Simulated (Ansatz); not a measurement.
Consider the redistribution: `F[SiH](F)S[SiH2]Cl` + `N[Si](O)(Cl)Cl` → `F[Si](F)(Cl)S[SiH2]Cl` + `N[SiH](O)Cl`.

Gas-phase electronic energies from Ansatz, PBE0-D4/def2-TZVP geometries. CCSD(T)/CBS is the MP2 limit (def2-TZVPP, def2-QZVPP) plus CCSD(T) − MP2 in def2-TZVPP, frozen cores. This one scheme is used for every species. DFT in def2-TZVPP. B3LYP here is the variant with VWN-RPA as its local correlation; programs differ in this. Each species was taken in one conformer, which may not be the lowest.

```csv
level,ΔE (kJ/mol),difference from CCSD(T)/CBS
PBE-D4,3.9,-0.9
r2SCAN-D4,4.5,-0.3
PBE0-D4,4.4,-0.4
B3LYP-D4,3.4,-1.4
ωB97X-V,4.8,0.0
ωB97M-V,4.5,-0.3
B2PLYP,5.6,0.8
PBE,5.5,0.7
r2SCAN,5.0,0.2
PBE0,6.0,1.2
B3LYP,6.0,1.2
HF/def2-TZVPP,7.7,2.9
MP2/def2-TZVPP,5.2,0.4
SCS-MP2/def2-TZVPP,5.4,0.6
CCSD/def2-TZVPP,5.5,0.7
CCSD(T)/def2-TZVPP,5.1,0.3
HF/def2-QZVPP,7.4,2.6
MP2/def2-QZVPP,4.9,0.1
SCS-MP2/def2-QZVPP,5.3,0.5
HF/CBS(def2),7.4,2.6
MP2/CBS(def2),4.9,0.1
CCSD/CBS(def2),5.2,0.4
CCSD(T)/CBS,4.8,0
```

Largest T1 diagnostic among the species: 0.011.

CCSD(T)/CBS has its own doubt, a few kJ/mol and more with outer-core shells, so smaller differences from it don't rank the levels.
